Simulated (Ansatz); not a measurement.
Reaction (redistribution): `C[SiH2][SiH2]C=N` + `[OH][GeH2][F]` → `N=C[SiH2]F` + `C[SiH2][GeH2][OH]`

Calculated with Ansatz (gas phase, PBE0-D4/def2-TZVP geometries, no zero-point term in ΔE). CCSD(T)/CBS is the MP2 limit (def2-TZVPP, def2-QZVPP) plus CCSD(T) − MP2 in def2-TZVPP, frozen cores. Functionals use def2-TZVPP. For Ge outer-core shells are correlated without core-valence functions, which leaves a few kJ/mol of doubt a bond. Scalar relativity is left out up to krypton. Each species was taken in one conformer, which may not be the lowest.

`C[SiH2][SiH2]C=N`:

Cartesian coordinates in Å:
```
C -0.846 1.388 1.346
Si 0.823 1.089 0.551
Si 1.060 -1.126 -0.162
C -0.317 -1.509 -1.407
N -1.199 -0.621 -1.628
H -1.634 1.170 0.624
H -0.939 2.426 1.671
H -0.983 0.743 2.217
H 1.025 1.979 -0.626
H 1.924 1.378 1.516
H 2.370 -1.390 -0.825
H 0.944 -2.109 0.956
H -0.337 -2.484 -1.919
H -1.890 -0.934 -2.314
```

`[OH][GeH2][F]`:

Z-matrix (Å, degrees):
```
Ge
F 1 1.738
O 1 1.761 2 107.6
H 1 1.526 2 107.8 3 114.3
H 1 1.534 2 105.1 3 -119.6
H 3 0.960 1 113.6 2 -67.0
```

`N=C[SiH2]F`:

Z-matrix (Å, degrees):
```
Si
C 1 1.881
F 1 1.601 2 105.8
H 1 1.483 2 111.6 3 118.0
H 1 1.483 2 111.6 3 -118.0
N 2 1.269 1 124.3 3 -0.3
H 2 1.098 1 119.4 3 179.7
H 6 1.023 2 111.2 1 0.0
```

`C[SiH2][GeH2][OH]`:

Cartesian coordinates in Å:
```
C 1.809 -0.550 0.209
Si 0.199 -0.079 1.044
Ge -1.579 -0.003 -0.550
O -1.158 1.180 -1.835
H 1.747 -1.557 -0.209
H 2.639 -0.523 0.918
H 2.029 0.142 -0.607
H 0.309 1.271 1.666
H -0.148 -1.047 2.124
H -1.754 -1.317 -1.330
H -2.935 0.400 0.077
H -1.158 2.082 -1.507
```

```csv
level,ΔE (eV)
PBE0-D4,-0.58
ωB97X-V,-0.57
HF/def2-TZVPP,-0.65
MP2/CBS(def2),-0.68
```

Problem. What does CCSD(T)/CBS give? (An estimate is asked.)

Solution. The calculation gave: -0.66 eV. The listed levels differ from it by 0.08, 0.09, 0.01, -0.02 eV.

Largest T1 diagnostic among the species: 0.013.

The D4 term adds +0.04 eV with B3LYP and +0.02 eV with PBE0; it sums over pairs of atoms, weighted by their polarisabilities, and B3LYP, whose exchange is more repulsive, gets the larger term.

B3LYP here is the variant with VWN-RPA as its local correlation; programs differ in this.
